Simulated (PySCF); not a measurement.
A structure optimised at PBE-D3(BJ)/def2-TZVPD, used in a PySCF frequency run:

```xyz
3

Ga     0.0000     0.0000     0.0000
H      0.0000     0.0000    -1.5394
H      0.0000     0.0000     1.5394
```
Charge +1, spin multiplicity 1.

Q: Write its SMILES, formula and point group.

A: [GaH2+], GaH2, D∞h

Q: What are its rotational constants (standard atomic weights)?

A: 105.79 GHz (linear rotor, B only)
